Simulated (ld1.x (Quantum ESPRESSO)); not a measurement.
## Pd TM semilocal: all-electron and pseudo phase curves

ld1.x (Quantum ESPRESSO) 7.5 input, shortened:

```
&input
   title='Pd', zed=46., rel=1, dft='PZ', iswitch=3,
   config='[Kr] 4d10 4f-2 5s0 5p0'
 /
 &inputp
   pseudotype=1, tm=.true., lloc=0,
   nlcc=.false.
 /
4
5P  2  1   0.00   0.00  1.40  1.40  0.0
4D  3  2  10.00   0.00  1.55  1.55  0.0
4F  4  3  -2.00   0.15  1.85  1.85  0.0
5S  1  0   0.00   0.00  2.45  2.45  0.0
 &test
   configts(1)='4d10 5s0 5p0'
 /
```

The phase is arctan(r·u′/u) with u = r·R(r), unwrapped; energies in Ry, scanned from -2 to 5 Ry. A pole is an energy at which the radial function vanishes at the test radius. The pseudo phase is shifted by a multiple of π to meet the all-electron one at the reference energy, and phase errors are pseudo minus all-electron; the curves can meet again beyond the range given. Levels narrower than the energy grid can be missing from the lists of poles.

Q: For each channel, where are the poles, and over which energies does the pseudopotential scatter like the atom?

A:

| channel | radius (bohr) | reference energy (Ry) | poles, all-electron | poles, pseudo | unbroken range about the reference energy with phases within 0.05 rad | phase error 1 Ry above the reference energy (rad) |
| --- | --- | --- | --- | --- | --- | --- |
| s | 2.66 | -0.27 | 1.95 | 1.79 | below 2.9 | -0.008 |
| p | 2.66 | -0.03 | 3.15 | 4.45 | below 0.2 | +0.218 |
| d | 2.66 | -0.32 | -0.04 | -0.04 | the whole range | +0.000 |
| f | 2.66 | 0.15 | 3.56 | 3.66 | below 4.4 | +0.001 |

Phases in the f channel:

```csv
E (Ry),all-electron,pseudo
-2.00,1.363,1.363
-1.52,1.347,1.347
-1.04,1.326,1.326
-0.56,1.298,1.298
-0.08,1.260,1.260
0.40,1.201,1.201
0.88,1.100,1.101
1.36,0.882,0.883
1.84,0.227,0.239
2.32,-0.888,-0.867
2.80,-1.326,-1.310
3.28,-1.502,-1.486
3.76,-1.612,-1.589
4.24,-1.715,-1.675
4.72,-1.867,-1.774
```
